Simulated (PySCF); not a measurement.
PySCF 2.14 output of a UHF calculation on a single atom or ion in aug-cc-pVDZ-DK (7s6p4d2f, 59 functions), with scalar relativity by spin-free X2C-1e:

```
SCF conv_tol = 1e-09
number electrons alpha = 14  beta = 10
cycle= 1 E= -1270.54498346138  delta_E= -0.00345  |g|= 0.0186  |ddm|= 0.0336
cycle= 2 E= -1270.54505005754  delta_E= -6.66e-05  |g|= 0.00299  |ddm|= 0.00499
cycle= 3 E= -1270.54505262097  delta_E= -2.56e-06  |g|= 0.000519  |ddm|= 0.00295
cycle= 4 E= -1270.54505278122  delta_E= -1.6e-07  |g|= 0.00025  |ddm|= 0.00115
cycle= 5 E= -1270.54505283249  delta_E= -5.13e-08  |g|= 4.42e-05  |ddm|= 0.000548
cycle= 6 E= -1270.54505283463  delta_E= -2.14e-09  |g|= 9.08e-06  |ddm|= 0.00015
cycle= 7 E= -1270.54505283475  delta_E= -1.28e-10  |g|= 3.03e-06  |ddm|= 2.77e-05
converged SCF energy = -1270.54505283475  <S^2> = 6.003559  2S+1 = 5.0014234
```

The run itself started from symmetry-adapted Hartree-Fock orbitals and held the occupation by maximum overlap, so the iterations belong to that start.

Which element, charge and spin multiplicity is this?

Fe(2+) (iron, charge +2), multiplicity 5; the state was [Ar] 3d6, high-spin 5D determinant.
